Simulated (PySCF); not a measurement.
Structure problem from calculated spectra and properties.

Elements present: C, H, O and Si. Monoisotopic mass: 162.0348 u.

| Item | Value |
| --- | --- |
| 1H NMR | chemical shifts (computed TMS as zero) by class: 9.92 (1 H), 4.56 (1 H), 4.22 (3 H), 4.08 (1 H), 3.94 (3 H), 2.49 (1 H) ppm [GIAO PBE0/pcSseg-1] |
| NMR, other nuclei | isotropic shieldings of nuclei other than C and H, by class: -340 (1 O), 33 (1 O), 163 (1 O), 190 (1 O), 411 (1 Si) ppm [GIAO PBE0/pcSseg-1] |
| 13C NMR | chemical shifts (computed TMS as zero) by class: 209.2 (1 C), 165.3 (1 C), 63.8 (1 C), 56.1 (1 C), 50.9 (1 C) ppm [GIAO PBE0/pcSseg-1] |
| Rotational structure | rotational constants A, B, C: 2.559, 0.571, 0.494 GHz [GFN2-xTB] |
| Dipole | 2.84 D [PBE0/pcSseg-1] |

Electronic properties: PySCF, gas phase, density fitting. Levels stand in brackets. One conformer (not necessarily the lowest) at the GFN2-xTB geometry, without solvent, vibrations or thermal averaging. NMR classes are plain means over equivalent atoms (diastereotopic ones count apart unless rotation or inversion swaps them), as if these changed places fast.

Question: Which formula fits the mass and the elements?

Answer: C5H10O4Si (calculated 162.0348). No other formula that holds each of these elements comes within 0.0003 u with a fitting electron parity and a possible valence count.

Question: Propose a structure and show how it fits.

Answer: Numbering: `[CH3:1][O:2][C:3](=[O:4])[O:5][C@@H:6]([SiH3:7])[CH2:8][CH:9]=[O:10]`. Its formula, C5H10O4Si, gives 2 degrees of unsaturation: 0 rings and 2 π bonds in the structure found. 5 carbons fall into 5 classes; from least to most shielded: aldehyde carbon [C9] (209.2 ppm), carbonate carbon [C3] (165.3 ppm), sp3 carbon bound to oxygen [C6] (63.8 ppm), methoxy carbon [C1] (56.1 ppm), sp3 carbon next to a carbonyl [C8] (50.9 ppm). Hydrogen classes from least to most shielded: 1 H on an aldehyde carbon, C9 (9.92 ppm), 1 H on an sp3 carbon bound to oxygen, C6 (4.56 ppm), 3 H on an SiH3 silicon, Si7 (4.22 ppm, a mean of values up to 0.7 ppm apart in this geometry), 1 H on an sp3 carbon next to a carbonyl, C8 (4.08 ppm), 3 H on a methoxy carbon, C1 (3.94 ppm), 1 H on an sp3 carbon next to a carbonyl, C8 (2.49 ppm). The other shieldings belong to: -340 ppm, aldehyde oxygen [O10]; 33 ppm, carbonate carbonyl oxygen [O4]; 163 ppm, oxygen singly bound to a carbonyl carbon [O5]; 190 ppm, oxygen singly bound to a carbonyl carbon [O2]; 411 ppm, SiH3 silicon [Si7]. The optimised geometry has point group C1 and is an asymmetric top. Structure: `COC(=O)O[C@@H]([SiH3])CC=O`. Computed isomers that give other values at the same levels: `CC[C@]1(OC=O)CO[SiH2]O1` (13C chemical shifts (computed TMS as zero) by class: 165.6 (1 C), 108.7 (1 C), 78.2 (1 C), 39.7 (1 C), 9.2 (1 C) ppm); `CC(C)OC(=O)C(=O)O[SiH3]` (13C chemical shifts (computed TMS as zero) by class: 163.2 (1 C), 163.1 (1 C), 72.7 (1 C), 23.2 (2 C) ppm); `CC(=O)O[SiH]1OCCCO1` (13C chemical shifts (computed TMS as zero) by class: 174.9 (1 C), 67.1 (2 C), 35.7 (1 C), 24.6 (1 C) ppm). The assignments are read from this structure; whether some other isomer fits the data as well wasn't checked. The mirror image fits equally.
